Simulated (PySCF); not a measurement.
## O⁺: ionisation energy

O⁺ [He] 2s2 2p3 (4S) → O²⁺ [He] 2s2 2p2 (3P), as a difference of total energies. Calculation: PySCF 2.14, in aug-cc-pVQZ; the non-relativistic Hamiltonian (point nucleus). Correlated levels: valence: 1s2 frozen. The calculations carry no spin-orbit coupling.

```
           method  ionisation energy (eV)  plus first-order spin-orbit estimate  error of that sum (eV)
              UHF                  34.574                                34.547                  -0.574
    MP2 (valence)                  35.250                                35.223                  +0.102
SCS-MP2 (valence)                  34.982                                34.956                  -0.165
   CCSD (valence)                  35.065                                35.038                  -0.083
CCSD(T) (valence)                  35.077                                35.050                  -0.071
```

Reference: 35.121 eV (measured; NIST Atomic Spectra Database, ionization energies).

A first-order spin-orbit estimate (lowest level to lowest level, LS coupling) adds -0.027 eV.

Errors of the correlated levels include the incompleteness of this basis and the frozen core.
